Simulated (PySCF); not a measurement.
GaFCl₂, SMILES [F][Ga]([Cl])[Cl]. Atoms are numbered in the order given.

```xyz
4

Ga     0.0000     0.0000     0.2522
F      0.0000     0.0000     1.9877
Cl     0.0000     1.8572    -0.7561
Cl     0.0000    -1.8572    -0.7561
```

Coordinates come from a PBE0-D3(BJ)/def2-SVP optimisation.

Computed with PBE0-D3(BJ)/def2-SVP (PySCF).

Frequencies are harmonic and unscaled.

```json
[
 {"mode": "1", "ν (cm⁻¹)": "124", "IR (km/mol)": "6.4", "moving atoms (share of kinetic energy)": "Cl 71 %, Ga 23 %"},
 {"mode": "2", "ν (cm⁻¹)": "159", "IR (km/mol)": "25.5", "moving atoms (share of kinetic energy)": "Ga 53 %, F 26 %, Cl 21 %"},
 {"mode": "3", "ν (cm⁻¹)": "175", "IR (km/mol)": "25.0", "moving atoms (share of kinetic energy)": "F 68 %, Cl 21 %, Ga 11 %"},
 {"mode": "4", "ν (cm⁻¹)": "407", "IR (km/mol)": "7.4", "moving atoms (share of kinetic energy)": "Cl 84 %, Ga 10 %"},
 {"mode": "5", "ν (cm⁻¹)": "486", "IR (km/mol)": "89.3", "moving atoms (share of kinetic energy)": "Cl 56 %, Ga 44 %"},
 {"mode": "6", "ν (cm⁻¹)": "735", "IR (km/mol)": "70.7", "moving atoms (share of kinetic energy)": "F 77 %, Ga 23 %"}
]
```
